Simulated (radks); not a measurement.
Task: Ionisation ladder of gallium, from Ga to Ga4+. Each ion is in the ground configuration listed by NIST, and IE = E(next ion) - E(this ion). All-electron calculation, Dirac Kohn-Sham, BLYP, spin-unpolarised, spherical densities, finite nucleus; open shells are shared between the two j in proportion to 2j + 1; Fermi nuclear charge, rms radius 3.9973 fm. Program: a radial shooting solver on a logarithmic mesh with Libxc functionals.

species      configuration  IE, Delta-SCF (eV)  -e(HOMO) (eV)   HOMO  <r> HOMO (bohr)
Ga       [Ar] 3d10 4s2 4p1               5.670          2.476  4p3/2             3.47
Ga+          [Ar] 3d10 4s2              21.239         16.366  4s1/2             2.22
Ga2+         [Ar] 3d10 4s1                   ?         26.258  4s1/2             2.08
Ga3+             [Ar] 3d10              63.849         52.282  3d5/2            0.791
Ga4+              [Ar] 3d9                   ?         75.457  3d5/2            0.747

Estimate the withheld Delta-SCF values.

Result: Ga2+: 31.545 eV (NIST 30.726); Ga4+: 88.290 eV (NIST 86.0).

Beside tabulated values, note that spin-unpolarised runs miss the spin-polarisation part of the exchange energy of open shells.
